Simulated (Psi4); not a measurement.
Complex: CH5GaO (SMILES C[O][GaH2]) (first 8 atoms) with HF (SMILES F); geometry from B3LYP-D3(BJ)/def2-TZVP, rigid monomers moved along the line of their centres of mass till O2···H10 is 2.84 Å.
(charge 0, multiplicity 1):
```xyz
10

C     -0.820    -0.596     2.466
O      0.306     0.095     1.937
Ga     0.610     0.399     0.177
H     -1.499    -0.926     1.675
H     -0.480    -1.470     3.025
H     -1.364     0.063     3.145
H     -0.501    -0.175    -0.755
H      1.924     1.179    -0.078
F      2.503     1.154     4.843
H      1.900     0.855     4.163
```

These are SAPT0/aug-cc-pVDZ (Psi4 1.11) values and carry that method's errors.

Q: Which attractive term is largest, and how does the interaction split up?

A: electrostatics -15.7, exchange 0.9, induction -1.7, dispersion -1.6, total -18.1 kJ/mol; the largest attraction is electrostatics.
